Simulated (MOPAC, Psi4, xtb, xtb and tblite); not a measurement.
Torsional profile of C9H6OS2, SMILES c1cc(sc1)C(c1sccc1)=O. Scanned: dihedral O1–C2–C3–S7; all other coordinates were relaxed at GFN2-xTB. Points at φ and −φ are mirror images. Heavy atoms are numbered in the order of the SMILES O=C(c1cccs1)c1cccs1, hydrogens after them in the order of the atoms that carry them; the mirror image has the same energies with the sign of each dihedral reversed.

Levels of theory: GFN1-xTB // GFN2-xTB (xtb); GFN2-xTB (xtb and tblite); PM3, restricted, heats of formation // GFN2-xTB (MOPAC); PBE-D3(BJ)/def2-SVP // GFN2-xTB (Psi4).

Energies relative to the lowest point of each profile, in kJ/mol; the last columns give the difference from PBE-D3(BJ):

```
φ / °  GFN1-xTB  GFN2-xTB   PM3  PBE-D3(BJ)/def2-SVP  GFN1-xTB − PBE-D3(BJ)/def2-SVP  GFN2-xTB − PBE-D3(BJ)/def2-SVP  PM3 − PBE-D3(BJ)/def2-SVP
-----  --------  --------  ----  -------------------  ------------------------------  ------------------------------  -------------------------
-150        4.9       0.2   0.0                  3.6                             1.3                            -3.4                       -3.6
-120       16.3       7.6   2.5                 15.7                             0.6                            -8.0                      -13.1
-90        23.6      13.7   2.6                 26.6                            -2.9                           -12.9                      -24.0
-60        16.9       7.7   4.3                 16.3                             0.6                            -8.6                      -12.0
-30         9.4       1.1   8.1                  2.5                             6.9                            -1.5                        5.6
0           9.3       0.8  20.1                  0.0                             9.3                             0.8                       20.1
30          9.4       1.1   8.1                  2.5                             6.9                            -1.5                        5.6
60         16.9       7.7   4.3                 16.3                             0.6                            -8.6                      -12.0
90         23.6      13.7   2.6                 26.6                            -2.9                           -12.9                      -24.0
120        16.3       7.6   2.5                 15.7                             0.6                            -8.0                      -13.1
150         4.9       0.2   0.0                  3.6                             1.3                            -3.4                       -3.6
180         0.0       0.0   0.7                  2.7                            -2.7                            -2.7                       -2.1
```

GFN1-xTB is furthest from PBE-D3(BJ)/def2-SVP at 0 (9.3 kJ/mol, above); its mean absolute difference over the points is 3.1 kJ/mol.

GFN2-xTB is furthest from PBE-D3(BJ)/def2-SVP at -90 (-12.9 kJ/mol, below); its mean absolute difference over the points is 6.0 kJ/mol.

PM3 is furthest from PBE-D3(BJ)/def2-SVP at -90 (-24.0 kJ/mol, below); its mean absolute difference over the points is 11.6 kJ/mol.
